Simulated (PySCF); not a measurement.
Geometry (Å), atoms numbered from 1 in this order:
```xyz
23

C    -2.5175    0.5926    1.2551
Si   -1.7583   -0.7884    0.3188
C    -2.8870   -1.9880   -0.4855
C     0.0645   -0.8675    0.1422
C     0.6059    0.3395   -0.6718
C     2.1116    0.3130   -0.7268
C     2.8798    1.5933   -0.8582
C     2.9109    0.8322    0.4335
H    -3.1361    1.2056    0.5746
H    -3.2082    0.1962    2.0201
H    -1.7716    1.2383    1.7392
H    -2.3549   -2.7804   -1.0294
H    -3.5457   -2.4459    0.2743
H    -3.5566   -1.4526   -1.1830
H     0.3665   -1.8212   -0.3185
H     0.5088   -0.8335    1.1556
H     0.1950    0.3249   -1.6963
H     0.2773    1.2882   -0.2132
H     2.5222   -0.5564   -1.2523
H     2.3176    2.5312   -0.8857
H     3.7716    1.5912   -1.4891
H     3.8273    0.3055    0.7100
H     2.3689    1.2596    1.2836
```

Total charge +1.

Geometry: PBE0-D3(BJ)/def2-SVP; GIAO absolute shieldings from PySCF 2.14.0 with density-fitted response routines, gas phase, non-relativistic, averaged over equivalent atoms.

At KT2/pcSseg-1 (218 basis functions, 67 s wall time on 1 thread of an Arm Neoverse V1, shared host):
```tsv
atoms	σ (ppm)
C4	146.1
C5	152.3
C6	159.6
C1/C3	169.0
C7/C8	171.1
Si2	-21.5
H15/H16	28.64
H9/H10/H11/H12/H13/H14	29.15
H17/H18	29.77
H19	29.87
H21/H22	29.93
H20/H23	30.60
```

What do these become at PBE0/pcSseg-1?

Results:


```
                 atoms  σ at PBE0/pcSseg-1  change
                    C4               150.8    +4.7
                    C5               156.8    +4.5
                    C6               166.7    +7.1
                 C1/C3               172.0    +3.0
                 C7/C8               175.3    +4.2
                   Si2               -45.5   -24.0
               H15/H16               28.89   +0.25
H9/H10/H11/H12/H13/H14               29.28   +0.13
               H17/H18               30.01   +0.24
                   H19               30.28   +0.41
               H21/H22               30.14   +0.21
               H20/H23               30.85   +0.25
```

The largest change is at Si2 (silicon bonded to 3 C). Cost: 218 basis functions, 63 s wall time on 1 thread of an Arm Neoverse V1, shared host. The order of the carbon signals is the same at both levels.
